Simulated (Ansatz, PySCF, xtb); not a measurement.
CH4 (SMILES C) and C3H8 (SMILES CCC) are pulled apart as rigid monomers along the line of their centres of mass, from the B3LYP-D3(BJ)/def2-TZVP minimum. Starting geometry (charge 0, multiplicity 1):
```xyz
16

C      0.0176     0.1592     0.1747
H      0.1125     0.2671    -0.9049
H     -0.8960    -0.3864     0.4061
H      0.8746    -0.3891     0.5626
H     -0.0223     1.1443     0.6370
C      0.4182    -1.2951     3.8285
C      0.4876     0.2238     3.9603
C     -0.8904     0.8801     3.9489
H      1.4130    -1.7449     3.8352
H     -0.1518    -1.7342     4.6511
H     -0.0726    -1.5847     2.8964
H      1.0915     0.6323     3.1452
H      1.0084     0.4859     4.8861
H     -0.8192     1.9656     4.0417
H     -1.4211     0.6587     3.0201
H     -1.5054     0.5145     4.7751
```

Interaction energies with rigid monomers; basis-set methods are counterpoise corrected unless marked otherwise.

Rows in 6-31G*, STO-3G carry no dispersion term and start afresh at each structure (6-31G* with six Cartesian d functions). MP2/6-31G* freezes PySCF's default core.

The values were computed with Ansatz (a program for electronic structure); PySCF for 6-31G* rows, STO-3G rows, the dispersion terms; xtb for the GFN methods. 

```csv
C1···H12 (Å),GFN1-xTB (kcal/mol),HF/STO-3G (no counterpoise) (kcal/mol),PBE-D3(BJ)/def2-TZVPPD (kcal/mol),wB97M-V/def2-TZVPPD (kcal/mol),MP2/6-31G* (no counterpoise) (kcal/mol)
2.90,-0.15,1.87,-0.78,-0.66,0.27
3.19,-0.71,0.54,-1.27,-0.94,-0.47
3.64,-0.65,?,-1.02,-0.72,-0.50
4.40,?,0.00,-0.42,-0.30,-0.20
5.63,-0.09,0.00,-0.09,-0.08,-0.04
```

Problem. Some entries are withheld; supply them.

Solution. 
- 4.40, GFN1-xTB (kcal/mol): -0.32
- 3.64, HF/STO-3G (no counterpoise) (kcal/mol): 0.06
